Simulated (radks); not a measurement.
Results of a calculation; reference values are marked as such.
Task: Nd20+, configuration [Kr] 4d4. Level of theory: Dirac Kohn-Sham, BLYP, spin-unpolarised, spherical densities, finite nucleus; open shells fill j = l - 1/2 first; Fermi nuclear charge, rms radius 4.9123 fm (a radial shooting solver on a logarithmic mesh with Libxc functionals). Some entries of the table are withheld. Estimate them.

orbital,occ.,eigenvalue (eV),r(max) (bohr),<1/r> (bohr^-1)
1s1/2,2,-43902.80,(1),(2)
2s1/2,2,-7550.443,0.08564,(3)
2p1/2,2,-7173.746,0.06507,15.62
2p3/2,4,-6653.253,0.07051,14.04
3s1/2,2,-2045.108,0.2434,5.693
3p1/2,2,-1884.791,0.2302,5.609
3p3/2,4,-1779.687,0.2418,5.213
3d3/2,4,-1501.799,0.1932,5.085
3d5/2,6,-1478.954,0.1964,4.985
4s1/2,2,-779.4461,0.5488,2.519
4p1/2,2,-716.3410,0.5519,2.439
4p3/2,4,-689.2326,0.5731,2.315
4d3/2,4,-584.1589,0.5724,(4)
4d5/2,0,-578.7184,0.5786,(5)

Result: 
(1) 1s1/2 r(max) (bohr): 0.01510
(2) 1s1/2 <1/r> (bohr^-1): 66.05
(3) 2s1/2 <1/r> (bohr^-1): 15.64
(4) 4d3/2 <1/r> (bohr^-1): 2.169
(5) 4d5/2 <1/r> (bohr^-1): 2.140
